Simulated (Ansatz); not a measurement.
Cl4Sb (SMILES [Cl][Sb+]([Cl])([Cl])[Cl]), charge +1, singlet, at a GFN2-xTB geometry (core potentials on Sb); Ansatz (an electronic-structure program) with WB97X-V/def2-SVP.

The Ansatz input:
Ansatz 0.2 input:
```yaml
crystal:
  periodic: [false, false, false]
  atoms:
    - {symbol: Sb, position_ang: [-0.00000000, -0.00000000, 0.00000000]}
    - {symbol: Cl, position_ang: [1.84740184, -0.63968342, -1.20239968]}
    - {symbol: Cl, position_ang: [0.62122222, 0.48888872, 2.15474458]}
    - {symbol: Cl, position_ang: [-0.93603228, 1.85924544, -0.96690403]}
    - {symbol: Cl, position_ang: [-1.53259177, -1.70845074, 0.01455913]}
basis:
  gaussian:
    orbitals: def2-SVP
hamiltonian:
  xc: {name: wB97X-V}
total_charge: 1
```

The log (banner, timings and long lists left out):

```
Functional definition: wB97X-V
966 factors; integrals over basis functions are off by at most 2.7e-4 eV
199 factors; integrals over basis functions are off by at most 8.3e-6 eV
mean field evaluation 1: about -56594.9091 eV, gradient 3.3e1 eV
mean field evaluation 2: about -56595.3340 eV, gradient 3.3e1 eV
mean field evaluation 4: about -56598.0849 eV, gradient 3.9e-1 eV
mean field evaluation 8: about -56598.1770 eV, gradient 4.5e-3 eV
mean field -56598.17696268 eV, -2079.9446397564 hartree, gradient 6.5e-5 eV, S^2 0.000000; 0 other end points of the search recorded, 0 dependent functions left out
reference -56598.17696141 eV, -2079.9446397097 hartree; 45, 45 occupied and 53, 53 virtual orbitals, 966 factors
Total energy: -56598.17696141 eV, -2079.9446397097 hartree
```
